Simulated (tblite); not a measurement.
Start geometry of `N[SiH](N)CCCC(F)(F)F` from a force field or distance geometry (Å):
```
atom  x, y, z in Å
N1     3.2560   -0.5745    0.8173
Si2    2.0090    0.1498   -0.0838
N3     2.2250    1.6917    0.5443
C4     0.3460   -0.5653    0.2867
C5    -0.8433    0.0983   -0.3968
C6    -2.1695   -0.5677   -0.0217
C7    -3.3461    0.0775   -0.7177
F8    -3.4551    1.3843   -0.3878
F9    -4.4911   -0.5429   -0.3546
F10   -3.2393   -0.0191   -2.0519
H11    3.2434   -1.5778    0.6545
H12    4.1417   -0.2505    0.4710
H13    2.3965    0.1143   -1.4802
H14    3.1105    2.0696    0.2273
H15    2.3017    1.6149    1.5529
H16    0.3564   -1.6335    0.0326
H17    0.1824   -0.5372    1.3825
H18   -0.7124    0.0447   -1.4929
H19   -0.8824    1.1672   -0.1319
H20   -2.1264   -1.6297   -0.2732
H21   -2.3120   -0.4974    1.0699
```

Q: What comes out of this run: GFN2-xTB geometry optimisation, gas phase (tblite 0.8.0)?

A: 
```
atom  x, y, z in Å
N1     3.2655   -0.8442    0.6716
Si2    2.0808    0.1481   -0.1098
N3     2.0676    1.7735    0.4593
C4     0.4082   -0.6295    0.3463
C5    -0.7507    0.0704   -0.3458
C6    -2.0951   -0.5612    0.0250
C7    -3.2407    0.1085   -0.6991
F8    -3.3516    1.4129   -0.4040
F9    -4.4281   -0.4477   -0.3918
F10   -3.1280    0.0307   -2.0344
H11    3.1908   -1.8459    0.6017
H12    4.2345   -0.5753    0.6132
H13    2.2304    0.2734   -1.5659
H14    2.8375    2.3763    0.2222
H15    1.7783    1.9538    1.4072
H16    0.4032   -1.6844    0.0707
H17    0.2584   -0.5912    1.4253
H18   -0.6171    0.0132   -1.4271
H19   -0.7572    1.1252   -0.0688
H20   -2.1112   -1.6190   -0.2460
H21   -2.2844   -0.4706    1.0965
```

The energy falls by 15.5 kcal/mol over 67 L-BFGS steps, the largest force on an atom goes from 2.32 to 0.008 eV/Å, and the atoms move by 0.232 Å rms after alignment. The bond that changes most is Si2–C4 (SiH silicon to sp3 carbon bound to silicon), which lengthens by 0.052 Å. Bonds longer at the end by more than 0.005 Å: 4 of 20; shorter: 10. Among the angles that change most is N1–Si2–N3, from 95.7° to 113.4°. Among the dihedrals that turn most is H13–Si2–N3–H15, from -158° to 167°. Rotational constants go from 2956, 363.1, 351.5 to 2743, 376.4, 359.9 MHz. The orientation of the end geometry is arbitrary; only internal coordinates are fixed.

The run took 1.1 s on Intel Xeon Platinum 8259CL at 2.50 GHz, one thread (shared host).

Its GFN2-xTB frequencies are all real (lowest 22 cm⁻¹). One conformer, not necessarily the lowest.

The numbers are calculated, not measured.
